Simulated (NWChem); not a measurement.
C3H6Cl, doublet; SMILES C[C](C)Cl

```xyz
10

C      0.0300    -1.0660    -1.3071
C     -0.1710    -0.3929     0.0000
C      0.0300    -1.0660     1.3071
Cl     0.0082     1.3320     0.0000
H      1.1004    -1.1046    -1.5949
H     -0.3364    -2.1034    -1.2641
H     -0.5012    -0.5395    -2.1145
H     -0.5012    -0.5395     2.1145
H      1.1004    -1.1046     1.5949
H     -0.3364    -2.1034     1.2641
```
Atoms are numbered in this order, from 1.

Results from NWChem. Spin-unrestricted. Medium grid unless said otherwise, to which SCAN and Minnesota functionals are sensitive. In the optimisation the excess spin sits in a' (Cs, its own frame). Geometry: optimised at PBE0/def2-SVP, spin-unrestricted. No stability test was run on the SCF state.

**Question.** Among these, which level gives the highest value of “lowest empty minus highest occupied level, either spin (eV)”?
A) KT2/def2-SVP
B) B3PW91/def2-SVP
C) B97-D/def2-SVP
D) M05-2X/def2-SVP

**Answer.** D, M05-2X/def2-SVP. Values: B97-D/def2-SVP 1.95; KT2/def2-SVP 2.05; B3PW91/def2-SVP 3.89; M05-2X/def2-SVP 6.56
